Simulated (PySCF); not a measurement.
C₃H₃F₂O₂ (doublet state).
Z-matrix (Å and degrees, GFN2-xTB geometry), rows numbered from 1:
```
C 
C   1  1.4938
O   2  1.1927  1  128.29
O   2  1.3845  1  109.02  3   179.93
C   4  1.3354  2  122.92  1  -178.97
F   5  1.3294  4  119.37  2   -41.55
F   5  1.3321  4  112.47  2  -173.26
H   1  1.0873  2  109.63  3  -123.50
H   1  1.0878  2  109.64  3   118.10
H   1  1.0853  2  109.36  3    -2.42
```

The hyperfine couplings belong to this conformer and change with its torsions.

Identity: `CC(=O)O[C](F)F` [radical].

Level of theory: PySCF, UKS B3LYP, pcH-1 on C F H O, non-relativistic, mean-field spin-orbit, GIAO. Isolated species at its GFN2-xTB geometry (one conformer only). Couplings are sensitive to structure, and on GFN2-xTB geometries they can be far from those on DFT ones. Stability of the SCF solution: not tested.

Principal values of hyperfine tensors in MHz (contact and dipolar terms together), for some of the nuclei:

| atom | isotope | A1 | A2 | A3 |
| --- | --- | --- | --- | --- |
| C5 | 13C | 492.06 | 492.92 | 713.68 |
| F6 | 19F | 143.70 | 161.18 | 784.47 |
| O4 | 17O | -67.25 | -14.96 | -12.69 |
| H9 | 1H | 2.66 | 3.06 | 7.07 |
| H8 | 1H | 0.91 | 1.04 | 5.35 |
| O3 | 17O | -11.34 | 2.18 | 3.29 |
| C2 | 13C | -1.21 | 1.04 | 2.74 |
| H10 | 1H | -0.68 | -0.57 | 2.22 |

(1) Split each tensor into its isotropic and traceless parts, and turn a_iso into mT with g = 2.0032.

(2) What spin density at the nucleus of O3 lies behind its contact coupling (g_N = -0.75752)?

(3) F7 (19F, g_N = 5.25774) isn't in the table. Its spin density at the nucleus is 0.07837 bohr⁻³. What is its contact coupling?

(4) Name the largest traceless tensor T of the table and describe it.

(5) In a single crystal, with the field along each principal axis of the tensor of O4 in turn, what first-order splitting does this nucleus give (isotropic g, quadrupole terms neglected)?

Answers

(1) a_iso is a third of the trace, T = A − a_iso, and a(mT) = a(MHz)/(g × 13.996).

```csv
atom,a_iso (MHz),a_iso (mT),T1,T2,T3
C5,566.22,20.195,-74.16,-73.30,147.46
F6,363.12,12.951,-219.42,-201.94,421.35
O4,-31.63,-1.128,-35.62,16.67,18.94
H9,4.26,0.152,-1.60,-1.20,2.80
H8,2.43,0.087,-1.52,-1.40,2.91
O3,-1.96,-0.070,-9.38,4.14,5.25
C2,0.85,0.030,-2.06,0.18,1.88
H10,0.32,0.011,-1.00,-0.89,1.89
```

(2) a_FC = 800.24 MHz bohr³ × g_N × ρ(0)/(2S). With a_FC = -1.96 MHz and 2S = 1, ρ(0) = 0.003225 bohr⁻³. The nuclear moment is negative, so coupling and spin density have opposite signs.

(3) By the same relation, a_FC = 329.7 MHz. Its full tensor has the principal values 120.59, 140.59, 728.04 MHz.

(4) F6: -219.4, -201.9, 421.4 MHz, nearly axial, close to the ratio −1:−1:+2.

(5) 6 lines (I = 5/2), spaced by |A_i|/(g × 13.996): 2.40, 0.53, 0.45 mT along the axes of A1, A2 and A3.
